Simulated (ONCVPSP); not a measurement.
# Cutoff test, gallium (Ga), ONCV

```
Element                 : Ga (Z = 31)
Generator               : ONCVPSP 4.0.1
Type                    : optimised norm-conserving Vanderbilt (ONCV)
Functional              : PBE
Relativity              : scalar-relativistic
Frozen core             : [Ar] 3d10
Valence charge          : 3
Reference configuration : 4s2 4p1
Partial waves           : 4s: rc 2.00 bohr, ncon 3, nbas 8, qcut 3.3 1/bohr, 2 projectors, debl 1.5 Ha; 4p: rc 2.40 bohr, ncon 4, nbas 7, qcut 3 1/bohr, 2 projectors, debl 3 Ha; d scattering state at 0.16 Ha: rc 2.15 bohr, ncon 4, nbas 7, qcut 4 1/bohr, 2 projectors, debl 1.3 Ha
Local potential         : polynomial inside 2.00 bohr (lpopt 5, dvloc0 0 Ha)
Core correction         : none
```

Q: For each optimised wave give the share of its norm inside rc, the residual kinetic energy above qcut (Ha) and the cutoffs (Ha) for errors of 10, 1, 0.1 and 0.01 mHa per electron.

A:

```json
{"wave": "4s", "norm inside rc": "0.405", "residual KE": "1.1e-03", "10 mHa": "3.4", "1 mHa": "5.8", "0.1 mHa": "42.6", "0.01 mHa": "73.2"}
{"wave": "s projector 2", "norm inside rc": "0.242", "residual KE": "1.3e-02", "10 mHa": "5.6", "1 mHa": "11.0", "0.1 mHa": "33.0", "0.01 mHa": "54.6"}
{"wave": "4p", "norm inside rc": "0.283", "residual KE": "3.0e-04", "10 mHa": "1.3", "1 mHa": "2.4", "0.1 mHa": "11.0", "0.01 mHa": "23.4"}
{"wave": "p projector 2", "norm inside rc": "0.140", "residual KE": "2.5e-02", "10 mHa": "6.6", "1 mHa": "17.6", "0.1 mHa": "32.1", "0.01 mHa": "36.6"}
{"wave": "d projector 1", "norm inside rc": "0.032", "residual KE": "3.1e-03", "10 mHa": "3.6", "1 mHa": "18.0", "0.1 mHa": "35.6", "0.01 mHa": "46.0"}
{"wave": "d projector 2", "norm inside rc": "0.267", "residual KE": "2.5e-01", "10 mHa": "42.2", "1 mHa": "51.2", "0.1 mHa": "66.5", "0.01 mHa": "99.9"}
```

The occupied waves need 5.8 Ha and 43 Ha for 1 and 0.1 mHa. The cutoffs count occupied waves only; projector 2 of the d channel, the hardest unoccupied one, needs 51 Ha at the loose tolerance. Note: no bound ghost flagged; GHOST(+) flagged for s at 126.7 eV.
